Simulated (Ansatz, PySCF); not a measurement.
PySCF was given this input:
```python
from pyscf import gto, scf, dft

mol = gto.M(
    atom='''
Ga    0.22856179    0.18107722    0.33695232
C    -0.65318231    1.14662820   -1.39747926
H    -1.71982634    0.92823700   -1.39814499
H    -0.18857487    0.71534438   -2.28193121
H    -0.49270807    2.22260517   -1.37601935
N    -0.03323628   -1.70382419    0.28073715
H    -0.96787299   -2.07378936    0.13107004
H     0.43531461   -2.35879069    0.89921913
''',
    basis='def2-tzvp',
    spin=1,
    verbose=3,
)

mf = dft.UKS(mol)
mf.xc = 'b3lyp'
mf.grids.atom_grid = (99, 590)
mf.grids.prune = None
mf.kernel()
```

Question: Write the same job for Ansatz (a quantum-chemistry and plane-wave program).

Answer: This is not unique; one that fits is 
Ansatz 0.2 input:
```yaml
crystal:
  periodic: [false, false, false]
  atoms:
    - {symbol: Ga, position_ang: [0.22856179, 0.18107722, 0.33695232]}
    - {symbol: C, position_ang: [-0.65318231, 1.14662820, -1.39747926]}
    - {symbol: H, position_ang: [-1.71982634, 0.92823700, -1.39814499]}
    - {symbol: H, position_ang: [-0.18857487, 0.71534438, -2.28193121]}
    - {symbol: H, position_ang: [-0.49270807, 2.22260517, -1.37601935]}
    - {symbol: N, position_ang: [-0.03323628, -1.70382419, 0.28073715]}
    - {symbol: H, position_ang: [-0.96787299, -2.07378936, 0.13107004]}
    - {symbol: H, position_ang: [0.43531461, -2.35879069, 0.89921913]}
basis:
  gaussian:
    orbitals: def2-TZVP
hamiltonian:
  xc: b3lyp
magnetization: {spin_polarized: true, initial_magnetization: 1}
accuracy: high
```

Both were run: PySCF gave -2020.795130 Eh and Ansatz -2020.795130 Eh, 0.000 mEh apart.
